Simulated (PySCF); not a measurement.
**C₆ coefficients of unlike pairs at BLYP**

Calculated with PySCF 2.14 from the dipole response of each species, C₆(A,B) = (3/π) ∫ α_A(iu) α_B(iu) du, in atomic units, from isotropic polarisabilities. For ions this is the dispersion term alone; charge-induced terms of lower order in 1/R come first.

| species | configuration | basis | relativity | α (bohr³) | C₆ (like pair) |
| --- | --- | --- | --- | --- | --- |
| Si³⁺ | [Ne] 3s1 (2S) | aug-cc-pV(Q+d)Z (7s6p5d3f2g) | none | 6.564 | 11.86 |
| Se⁺ | [Ar] 3d10 4s2 4p3 (4S) | aug-cc-pVQZ-PP with ECP10MDF (7s6p5d3f2g) | core potential | 14.52 | 89.03 |
| C²⁺ | [He] 2s2 (1S) | aug-cc-pCVQZ-DK (9s8p6d4f2g) | spin-free X2C | 4.266 | 6.550 |
| As | [Ar] 3d10 4s2 4p3 (4S) | aug-cc-pVQZ-PP with one added diffuse shell each of s, p, d, f, g type with ECP10MDF (8s7p6d4f3g) | core potential | 34.55 | 294.3 |

Estimate C₆ for C²⁺ with Si³⁺.

The integral gives 8.735. The combination rule 2 C_A C_B / (C_A α_B/α_A + C_B α_A/α_B) gives 8.734 and the geometric mean 8.813.

No spin-orbit coupling is included.

The other pairs:

| pair | C₆ |
| --- | --- |
| As, Se⁺ | 157.7 |
| Se⁺, Si³⁺ | 31.83 |
| C²⁺, Se⁺ | 24.08 |
| As, Si³⁺ | 58.95 |
| As, C²⁺ | 43.36 |
